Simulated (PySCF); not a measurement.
# Two-component Hartree-Fock for Rh¹⁴⁺ (rhodium, charge +14)

Start: [Ar] 3d10 4s2 4p1; 4p3/2 filled at m_j = +3/2. Calculated with PySCF 2.14 in an uncontracted even-tempered set (18 s from 0.66 bohr⁻², ratio 2.8; 14 p from 0.86 bohr⁻², ratio 2.8; 9 d from 1.5 bohr⁻², ratio 2.8; 4 f from 4.7 bohr⁻², ratio 3): generalised Hartree-Fock with the X2C-1e Hamiltonian and a Gaussian nucleus; one run each with spin-orbit coupling (SO) screened by Boettger's factors, then bare. This is a chosen level, not necessarily the ground level.

```
spinor shell  electrons  ε, screened SO (eV)  ε, bare SO (eV)  weight of nominal j (bare SO)  rms radius, bare SO (bohr)
       1s1/2          2             -23671.2         -23671.1                          1.000                      0.0374
       2s1/2          2              -3790.0          -3790.0                          1.000                       0.153
       2p1/2          2              -3524.2          -3529.2                          1.000                       0.133
       2p3/2          4              -3377.8          -3375.7                          1.000                       0.138
       3s1/2          2              -965.16          -965.16                          1.000                       0.413
       3p1/2          2              -858.81          -859.71                          1.000                       0.408
       3p3/2          4              -832.67          -832.29                          1.000                       0.419
       3d3/2          4              -648.42          -649.32                          0.997                       0.394
       3d5/2          6              -643.33          -642.75                          0.998                       0.398
       4s1/2          2              -362.86          -362.86                          1.000                       0.927
       4p3/2          1              -324.96          -324.87                          1.000                       0.987
```

```json
{"quantity": "E (hartree)", "screened SO": "-4712.85253", "bare SO": "-4712.92459"}
{"quantity": "M_J", "screened SO": "3/2", "bare SO": "3/2"}
{"quantity": "⟨J²⟩", "screened SO": "3.753", "bare SO": "3.753"}
{"quantity": "⟨L²⟩", "screened SO": "2.010", "bare SO": "2.010"}
{"quantity": "⟨S²⟩", "screened SO": "0.758", "bare SO": "0.759"}
```

Each row is a mean over spinors that exchange with the open shell spreads, by up to 6.232 eV (4s1/2).

Breit and QED terms are absent; they matter most for the inner s and p1/2 levels.

Densities and radii are taken from the X2C orbitals without a picture-change correction, which distorts them close to the nucleus.
